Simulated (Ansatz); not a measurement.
Two isomers of CH8O4Si2: A = `CO[SiH](O)[SiH](O)O`, B = `C[SiH](O)O[SiH](O)O`.

Program: Ansatz. Geometries: PBE0-D4/def2-TZVP. ΔE: electronic, gas phase. CCSD(T)/CBS is the MP2 limit (def2-TZVPP, def2-QZVPP) plus CCSD(T) − MP2 in def2-TZVPP, frozen cores. Functionals use def2-TZVPP. B3LYP here is the variant with VWN-RPA as its local correlation; programs differ in this. One conformer a species, not always the lowest.

(1) Which is lower in electronic energy at CCSD(T)/CBS, and by how much? (Best estimate.)

(2) Give E(B) − E(A) in kJ/mol with B3LYP-D4, ωB97M-V, PBE-D4, HF/def2-TZVPP, B3LYP, CCSD(T)/def2-TZVPP, B2PLYP. (An estimate is asked.)

Largest T1 diagnostic: 0.012.

Answers

(1) Computed: B, by 283.2 kJ/mol.

(2) The calculation gave: B3LYP-D4 -270.5, ωB97M-V -285.3, PBE-D4 -251.2, HF/def2-TZVPP -288.5, B3LYP -268.7, CCSD(T)/def2-TZVPP -281.8, B2PLYP -279.3. None reverses the order clearly.

From PBE to PBE0 (25 % exact exchange), in def2-TZVPP and without D4, E(B) − E(A) moves by −14.2 kJ/mol.
